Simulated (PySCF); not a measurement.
## Radial density of Rb (rubidium, neutral)

B2PLYP, [Kr] 5p1, 2P determinant (an excited configuration). Computed with PySCF 2.14 in dyall-av2z (22s16p9d, 115 functions), with the non-relativistic Hamiltonian (point nucleus).

```
r (bohr)  4πr²ρ (e/bohr)  4πr²(ρα − ρβ)
0.000774          0.2490         0.0000
 0.00130          0.6777         0.0000
 0.00219           1.795         0.0000
 0.00368           4.548         0.0000
 0.00619           10.69         0.0000
  0.0104           22.16         0.0000
  0.0175           37.32         0.0001
  0.0295           45.49         0.0003
  0.0496           39.31         0.0012
  0.0834           43.78         0.0024
   0.140           54.34         0.0012
   0.236           33.25         0.0009
   0.397           39.05         0.0060
   0.667           20.37        -0.0001
    1.12           6.731         0.0206
    1.89           4.141         0.0044
    3.18          0.4954         0.0301
    5.34          0.1591         0.1559
    8.98         0.09646         0.0964
    15.1        0.006150         0.0061
```

A non-relativistic calculation at this Z misses sizeable relativistic shifts.
